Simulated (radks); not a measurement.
Values are calculated unless marked as measured or tabulated.
All-electron atom: Er56+ in [Ne] 3s2 (the NIST ground configuration). Code: a radial shooting solver on a logarithmic mesh with Libxc functionals. Model: Dirac Kohn-Sham, PBE, spin-unpolarised, spherical densities, finite nucleus; Fermi nuclear charge, rms radius 5.2516 fm.

Spin-orbit splittings of the eigenvalues, e(l+1/2) - e(l-1/2), with zeta = 2 splitting/(2l+1) and mean radii in bohr:

| shell | occ. | splitting (eV) | zeta (eV) | <r> j=l-1/2 | <r> j=l+1/2 |
|---|---|---|---|---|---|
| 2p | 6 | ? | ? | 0.07027 | 0.07723 |
| 3p | 0 | 253.9 | 169.3 | 0.1912 | 0.2014 |
| 3d | 0 | 61.72 | 24.69 | 0.1726 | 0.1758 |

Estimate the 2p splitting.

Answer. 948.1 eV (zeta = 632.1 eV).
